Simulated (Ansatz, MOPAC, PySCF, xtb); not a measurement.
Noncovalent pair: SiH4 (SMILES [SiH4]) (first 5 atoms) with H4OSi (SMILES O[SiH3]); geometry from B3LYP-D3(BJ)/def2-TZVP, rigid monomers moved along the line of their centres of mass till H5···H8 is 2.42 Å.
(charge 0, multiplicity 1):
```xyz
11

Si    -0.0062     0.1505     0.1976
H     -0.8232     1.0756     1.0133
H      1.3765     0.6587     0.0843
H     -0.6091    -0.0042    -1.1439
H      0.0172    -1.1748     0.8658
O     -0.4912    -1.2609     4.1165
Si    -0.0360     0.2656     4.5511
H     -0.6256    -1.4416     3.1822
H      1.1003     0.7435     3.7224
H      0.3714     0.1849     5.9677
H     -1.1451     1.2395     4.4038
```

Monomers are frozen at their geometry in the pair; levels with a basis set take the counterpoise correction. Rows marked so take none.

Rows in 6-31G* carry no dispersion term and start afresh at each structure (6-31G* with six Cartesian d functions). MP2/6-31G* freezes PySCF's default core. The state reached by PM6 isn't checked.

Codes used: Ansatz (Gaussian basis) for Hartree–Fock, density functionals and correlated methods; MOPAC for PM6 (differences of heats of formation); PySCF for 6-31G* rows; xtb for the GFN methods. 

Task: One of these levels gives -1.66 kcal/mol for the interaction energy. Which one is it?
(A) PM6
(B) GFN1-xTB
(C) MP2/6-31G* (no counterpoise)
(D) HF/aug-cc-pV(D+d)Z

Result: B, GFN1-xTB. The others give -0.33 (PM6), 0.23 (HF/aug-cc-pV(D+d)Z), -1.07 (MP2/6-31G* (no counterpoise))

Ansatz is a first-principles code.
